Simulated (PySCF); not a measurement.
I₂, SMILES II (connectivity only; charge and spin as stated), charge -1, multiplicity 2.

The structure is a stationary point at B3LYP-D3(BJ)/def2-TZVPD. The def2 effective core potentials stand for the cores of I; spin–orbit coupling is left out.

Method: PBE/def2-TZVPD in PySCF.

Question: Estimate the frontier levels, dipole moment and polarisability. (An estimate is asked for; the answer gives what the named calculation found.)

Answer: 
```json
{
  "α spin, highest occupied and lowest empty level": "-0.86 and 2.83 eV",
  "β spin, highest occupied and lowest empty level": "-1.22 and -0.17 eV",
  "dipole_moment_about_the_centre_of_nuclear_charge": "0.00 D",
  "mean_static_polarisability": "122.7 bohr³ (18.18 Å³)",
  "polarisability_principal_values": "91.4, 91.4, 185.4 bohr³",
  "⟨S²⟩": "0.752 (pure state 0.75)"
}
```
